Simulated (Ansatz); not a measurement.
Compare A (`CB(N)[SiH2]O`) with its isomer B (`B[Si](C)(N)O`).

Calculated with Ansatz (gas phase, PBE0-D4/def2-TZVP geometries, no zero-point term in ΔE). CCSD(T)/CBS adds triple-zeta CCSD(T) − MP2 to the extrapolated MP2 energy (def2 sets, frozen cores). Functionals use def2-TZVPP. B3LYP here is the variant with VWN-RPA as its local correlation; programs differ in this. Each species was taken in one conformer, which may not be the lowest.

Which is lower in electronic energy at CCSD(T)/CBS, and by how much? (Best estimate.)

Ansatz gave: A, by 77.3 kJ/mol.

Give E(B) − E(A) in kJ/mol with HF/def2-TZVPP, ωB97M-V, B3LYP-D4, CCSD(T)/def2-TZVPP, B2PLYP, B3LYP, r2SCAN-D4. (Best estimate.)

Ansatz gave: HF/def2-TZVPP 67.5, ωB97M-V 80.0, B3LYP-D4 83.5, CCSD(T)/def2-TZVPP 80.3, B2PLYP 82.6, B3LYP 86.3, r2SCAN-D4 84.2. None reverses the order clearly.

Largest T1 diagnostic: 0.012.

In def2-TZVPP, CCSD(T) changes the Hartree–Fock value by +12.8 kJ/mol (the triples alone add +2.7 kJ/mol) and MP2 by +11.5 kJ/mol. From PBE to PBE0 (25 % exact exchange), in def2-TZVPP and without D4, E(B) − E(A) moves by −5.6 kJ/mol.
